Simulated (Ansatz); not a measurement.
`C#[C][Al]([AlH2])[Cl]`, charge 0, multiplicity 1.

Problem. Give a relaxed structure at PBE0-D4/def2-TZVP (Ansatz). (An estimate is asked.)

Solution. Ansatz gave: 
```xyz
8

C     2.456    0.804    1.149
C     1.586    0.548    0.347
Al    0.142    0.111   -0.815
Al   -2.164   -0.779   -0.049
Cl    0.531    0.402   -2.866
H     3.229    1.032    1.849
H    -3.305   -1.099   -1.108
H    -2.473   -1.020    1.492
```
Point group Cs.
